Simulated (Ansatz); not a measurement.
Input and output for the cluster B5⁻.

```yaml
crystal:
  periodic: [false, false, false]
  atoms:
    - {symbol: B, position_ang: [0.523767, 1.044414, -0.091020]}
    - {symbol: B, position_ang: [-1.411570, -0.945189, 0.100479]}
    - {symbol: B, position_ang: [1.701194, -0.038487, -0.026600]}
    - {symbol: B, position_ang: [-1.007110, 0.598249, -0.032801]}
    - {symbol: B, position_ang: [0.193729, -0.658967, 0.049952]}
basis:
  gaussian: {orbitals: def2-SVPD}
total_charge: -1
magnetization: {spin_polarized: true, initial_magnetization: 2}
hamiltonian: {xc: {name: r2SCAN50}}
scf: {lower_state_search: off}
```

```sh
$ ansatz run in.yaml --threads 4 --pin off --events-out ev --progress --plain --max-ram 3916MiB
```

Output, abridged:

```
Functional definition: r2SCAN50
980 factors; their error is unknown
mean field evaluation 1: about -3368.1074 eV, gradient 1.1e1 eV
mean field evaluation 2: about -3369.1444 eV, gradient 7.9e0 eV
mean field evaluation 4: about -3369.9140 eV, gradient 1.9e0 eV
mean field evaluation 8: about -3370.1126 eV, gradient 1.3e-1 eV
mean field evaluation 16: about -3370.1293 eV, gradient 4.8e-3 eV
mean field evaluation 32: about -3370.1293 eV, gradient 8.0e-6 eV
mean field -3370.12934559 eV, -123.8499690947 hartree, gradient 8.0e-6 eV, S^2 2.533053; 0 other end points of the search recorded, 0 dependent functions left out
reference -3370.12935821 eV, -123.8499695584 hartree; 14, 12 occupied and 86, 88 virtual orbitals, 980 factors
Total energy: -3370.12935821 eV, -123.8499695584 hartree
Checks for a lower state left out: stability, starts, cluster_reference, orbital_swaps, neighbouring_geometries, increment
```

Run time 0.85 s (4 threads of AMD EPYC 9R45 on a shared host).

The charge -1 triplet is spin-contaminated (final ⟨S²⟩ up to 2.53, 2.00 for a pure state).
